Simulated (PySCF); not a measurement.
## Orbital picture of AlBr

PBE0 at R = 2.322 Å; PySCF, scalar-relativistic core potentials, basis sets Al cc-pV(T+d)Z, Br cc-pVTZ-PP with ECP10. State: ¹Σ⁺ (singlet), closed shell. Only the outer orbitals are listed, counted within each symmetry, core potentials removing the inner ones.

```
orbital  occ.  ε (eV)  on Al (%)            main shells (%)
     7σ     2  -21.70          5                    94 Br s
     8σ     2  -10.85         42           55 Br p, 38 Al s
     4π     2   -8.48          7                    92 Br p
     4π     2   -8.48          7                    92 Br p
     9σ     2   -6.92         76  57 Al s, 24 Br p, 18 Al p
     5π     0   -1.77         95                    95 Al p
     5π     0   -1.77         95                    95 Al p
```

Problem. Which are the highest filled and the lowest empty level, where do they sit, and how wide is the gap?

Solution. Highest filled 9σ at -6.92 eV (in %: 57 Al s, 24 Br p, 18 Al p); lowest empty 5π at -1.77 eV (in %: 95 Al p); the gap at PBE0 is 5.15 eV.

```
bond order (Mayer)                               : 1.18
⟨S²⟩                                             : 0.000
charge on Al (Mulliken, basis-dependent)         : 0.24
charge on Al (Löwdin, basis-dependent)           : 0.00
dipole moment (positive dipole means Al(−)Br(+)) : -1.66 D
polarisability along the bond                    : 74.0 bohr³
polarisability across the bond                   : 49.6 bohr³
```
